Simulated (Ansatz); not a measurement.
Zn7S7⁻. Charge -1, multiplicity 2. Geometry r2SCAN-D4/def2-SVP, that of the neutral singlet; atoms count from 1.

Cartesian coordinates in Å:
```
Zn -1.8259 0.2539 1.6932
Zn 1.2389 -1.7890 -1.6838
Zn -1.0482 -0.5236 -1.8025
Zn 1.5257 1.1353 -1.3224
Zn -0.3094 2.3667 0.3499
Zn -0.2019 -2.1319 0.6377
Zn 0.7191 0.0049 2.2038
S 0.8575 -0.1018 -3.1486
S -2.1296 0.9448 -0.4675
S -0.4560 1.9151 2.6278
S -0.7718 -2.8809 -1.3929
S 1.9356 -0.7538 0.3569
S -0.9341 -1.6639 2.6799
S 1.4001 3.2242 -0.7313
```

Single mean-field runs in def2-TZVP are fitted with def2-universal-jkfit.

Q: Estimate the Mulliken populations from the PBE0/def2-TZVP orbitals of Ansatz.

A: 
```tsv
atom	charge (e)	spin (α − β)	d electrons
Zn1	0.34	0.09	10.07
Zn2	0.13	0.43	10.06
Zn3	0.41	0.13	10.07
Zn4	0.43	0.04	10.05
Zn5	0.44	0.03	10.06
Zn6	0.42	0.06	10.06
Zn7	0.30	0.27	10.06
S8	-0.48	0.01	–
S9	-0.49	-0.01	–
S10	-0.49	0.00	–
S11	-0.48	0.00	–
S12	-0.46	-0.03	–
S13	-0.48	-0.01	–
S14	-0.57	0.00	–
```
Mulliken values and Mayer orders depend strongly on the basis.

Q: Where does the spin sit?

A: Summed by element: Zn 1.06, S -0.06, of 1 unpaired in all. Largest on single atoms: Zn2 0.43, Zn7 0.27, Zn3 0.13.

Q: And the Mayer bond orders between bonded heavy atoms (over 0.3)?

A: Zn1–S9 0.81 (2.29 Å); Zn1–S10 0.72 (2.35 Å); Zn1–S13 0.72 (2.33 Å); Zn2–S8 0.74 (2.27 Å); Zn2–S11 0.66 (2.31 Å); Zn2–S12 0.59 (2.39 Å); Zn3–S8 0.70 (2.37 Å); Zn3–S9 0.80 (2.26 Å); Zn3–S11 0.64 (2.41 Å); Zn4–S8 0.69 (2.30 Å); Zn4–S12 0.44 (2.56 Å); Zn4–S14 1.03 (2.17 Å); Zn5–S9 0.55 (2.45 Å); Zn5–S10 0.66 (2.33 Å); Zn5–S14 0.98 (2.20 Å); Zn6–S11 0.83 (2.24 Å); Zn6–S12 0.39 (2.56 Å); Zn6–S13 0.85 (2.22 Å); Zn7–S10 0.74 (2.28 Å); Zn7–S12 0.73 (2.34 Å); Zn7–S13 0.57 (2.40 Å).
